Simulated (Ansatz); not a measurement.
Ansatz (a first-principles code) input (CCSD(T)/aug-cc-pVDZ):

Ansatz 0.2 input:
```yaml
crystal:
  periodic: [false, false, false]
  atoms:
    - {symbol: Ge, position_ang: [0.29643492, -0.04521295, -0.07129176]}
    - {symbol: O, position_ang: [-0.81348466, -0.79472757, -1.26412745]}
    - {symbol: O, position_ang: [-0.13054909, 1.69537930, -0.00366124]}
    - {symbol: O, position_ang: [-0.13334427, -0.73632748, 1.52689508]}
    - {symbol: H, position_ang: [-0.86295537, -1.75435108, -1.17663591]}
    - {symbol: H, position_ang: [-0.20391023, 2.09617636, -0.87828073]}
    - {symbol: H, position_ang: [0.19997246, -0.20960468, 2.26340200]}
basis:
  gaussian:
    orbitals: aug-cc-pVDZ
magnetization: {spin_polarized: true, initial_magnetization: 1}
correlation: {method: ccsd_t, electrons: outside_noble_gas}
output: {forces: true}
```

Output:

```
Functional definition: HF
integrals: 0.49 GiB planned
1316 factors; integrals over basis functions are off by at most 8.5e-4 eV
mean field: 0.79 GiB planned
mean field evaluation 1: about -62627.4316 eV, gradient 4.1e1 eV
mean field evaluation 2: about -62627.4336 eV, gradient 4.1e1 eV
mean field evaluation 4: about -62633.9370 eV, gradient 2.8e0 eV
mean field evaluation 8: about -62634.0603 eV, gradient 3.8e-3 eV
mean field evaluation 16: about -62634.0547 eV, gradient 3.0e-1 eV
mean field evaluation 32: about -62629.0849 eV, gradient 2.0e0 eV
mean field -62634.06029070 eV, -2301.7592607925 hartree, gradient 3.0e-6 eV, S^2 0.760232; 0 other end points of the search recorded, 0 dependent functions left out
17 core orbitals not correlated
reference -62634.06029070 eV, -2301.7592607925 hartree; 13, 12 occupied and 102, 103 virtual orbitals, 1316 factors
densities: 2.84 GiB planned
second order -19.04871354 eV of doubles, -0.00000000 eV of singles
coupled cluster: 1.67 GiB planned
cycle   1  -18.77598532 eV  change    2.7e-1 eV  update   1.2e-1
cycle   2  -19.25310353 eV  change   -4.8e-1 eV  update   3.6e-2
cycle   3  -19.39805398 eV  change   -1.4e-1 eV  update   2.2e-2
cycle   4  -19.39452196 eV  change    3.5e-3 eV  update   6.3e-3
cycle   5  -19.38980524 eV  change    4.7e-3 eV  update   3.5e-3
cycle   6  -19.39141495 eV  change   -1.6e-3 eV  update   1.4e-3
cycle   7  -19.39166410 eV  change   -2.5e-4 eV  update   5.9e-4
cycle   8  -19.39159271 eV  change    7.1e-5 eV  update   2.2e-4
cycle   9  -19.39166012 eV  change   -6.7e-5 eV  update   9.7e-5
cycle  10  -19.39165963 eV  change    4.9e-7 eV  update   3.8e-5
cycle  11  -19.39164188 eV  change    1.8e-5 eV  update   1.7e-5
cycle  12  -19.39165834 eV  change   -1.6e-5 eV  update   8.1e-6
cycle  13  -19.39165827 eV  change    6.9e-8 eV  update   3.4e-6
cycle  14  -19.39166038 eV  change   -2.1e-6 eV  update   1.5e-6
perturbative correction -0.61089280 eV, -0.0224498964 hartree
the calculation of the forces begins
Total energy: -62654.06284389 eV, -2302.4943410639 hartree
Atom 0 at     0.296435    -0.045213    -0.071292 Å, force     0.291075    -0.044395    -0.070002 eV/Å
Atom 1 at    -0.813485    -0.794728    -1.264127 Å, force    -0.182369     0.024139    -0.259691 eV/Å
Atom 2 at    -0.130549     1.695379    -0.003661 Å, force    -0.042475     0.266915     0.168026 eV/Å
Atom 3 at    -0.133344    -0.736327     1.526895 Å, force    -0.118127    -0.238744     0.174149 eV/Å
Atom 4 at    -0.862955    -1.754351    -1.176636 Å, force    -0.012882    -0.203214    -0.002452 eV/Å
Atom 5 at    -0.203910     2.096176    -0.878281 Å, force    -0.008005     0.102272    -0.175910 eV/Å
Atom 6 at     0.199972    -0.209605     2.263402 Å, force     0.072784     0.093027     0.165880 eV/Å
Dipole moment:     0.320340    -0.048859    -0.077041 e Å
```

It need not be the lowest isomer of its formula.
